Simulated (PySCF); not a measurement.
## Potential energy of SnPb along the bond

Set-up: Sn cc-pVDZ-PP with ECP28, Pb cc-pVDZ-PP with ECP60; scalar-relativistic core potentials (PySCF 2.14). Energies in eV from Sn + Pb in their ground configurations at the same level. State: ³Σ⁻ (triplet), unpaired electrons π ↑↑.

| R (Å) | UHF-MP2 | UHF-CCSD(T) | PBE |
| --- | --- | --- | --- |
| 2.436 | -0.754 |  | -1.394 |
| 2.549 | -1.334 | -1.283 | -1.981 |
| 2.662 | -1.656 | -1.624 | -2.317 |
| 2.747 | -1.776 | -1.757 | -2.452 |
| 2.832 | -1.819 | -1.813 | -2.511 |
| 2.917 | -1.804 | -1.810 | -2.514 |
| 3.030 | -1.720 | -1.739 | -2.451 |
| 3.172 | -1.538 | -1.578 | -2.302 |
| 3.342 | -1.276 | -1.325 | -2.061 |
| 3.568 | -0.923 |  | -1.697 |

Q: Put a parabola through the three lowest points of the UHF-MP2 curve and estimate Re, k and ωe (reduced mass 76.06 u; 1 eV/Å² = 0.16022 mdyn/Å; ωe = 1302.8·√(k/μ) cm⁻¹).

A: Through R = 2.747, 2.832, 2.917 Å the second-order coefficient is 4.01 eV/Å², so Re ≈ 2.853 Å, k ≈ 1.29 mdyn/Å and ωe ≈ 169 cm⁻¹. A polynomial fit of higher order to the unrounded UHF-MP2 energies gives Re = 2.850 Å, k = 1.20 mdyn/Å, ωe = 163 cm⁻¹; anharmonicity and rounding make the difference.

The higher-order fit for each curve: UHF-MP2: Re = 2.850 Å, ωe = 163 cm⁻¹, De = 1.82 eV; UHF-CCSD(T): Re = 2.868 Å, ωe = 160 cm⁻¹, De = 1.82 eV; PBE: Re = 2.877 Å, ωe = 156 cm⁻¹, De = 2.52 eV.

Correlated steps freeze 8 core orbitals. Correlated levels converge slowly with the basis: in double zeta they bind strong bonds too weakly, by up to about 1 eV, and carry superposition errors of some tenths. Spin–orbit coupling is left out, which matters for elements this heavy, above all for dissociation energies. The state was picked by a PBE0 search and need not be the measured ground state.
